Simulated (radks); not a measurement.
All-electron atom: Cu in [Ar] 3d10 4s1. Method: non-relativistic Kohn-Sham, TPSS, spin-polarised, spherical densities, point nucleus; open shells are filled with parallel spins first; meta-GGA in the generalised Kohn-Sham scheme; computed with a radial shooting solver on a logarithmic mesh with Libxc functionals.

Normalised radial functions P(r) = r R(r), r in bohr:

r           3s up  3d down  4s down
0.003459   0.1116   0.0000   0.0236
0.005244   0.1604   0.0000   0.0339
0.007949   0.2238   0.0001   0.0472
0.01205    0.2983   0.0004   0.0630
0.01827    0.3683   0.0013   0.0777
0.02769    0.3972   0.0041   0.0837
0.04198    0.3216   0.0125   0.0676
0.06363    0.0732   0.0361   0.0148
0.09646   -0.3361   0.0957  -0.0717
0.1462    -0.6763   0.2255  -0.1419
0.2216    -0.5091   0.4532  -0.1005
0.336      0.3354   0.7458   0.0844
0.5093     1.1944   0.9614   0.2396
0.7721     1.1865   0.9336   0.1175
1.17       0.5663   0.6998  -0.2382
1.774      0.1262   0.4189  -0.5376
2.689      0.0107   0.2016  -0.5835
4.077      0.0002   0.0755  -0.4075
6.18       0.0000   0.0184  -0.1669
9.368      0.0000   0.0023  -0.0344

3s up: eigenvalue -112.08 eV, 2 radial nodes at r = 0.0692, 0.292 bohr, <r> = 0.722 bohr, 90 % of the charge inside 1.08 bohr. 3d down: eigenvalue -4.950 eV, 0 radial nodes, <r> = 1.02 bohr, 90 % of the charge inside 1.85 bohr. 4s down (empty): eigenvalue -3.631 eV, 3 radial nodes at r = 0.0690, 0.285, 0.900 bohr, <r> = 3.08 bohr, 90 % of the charge inside 4.86 bohr.
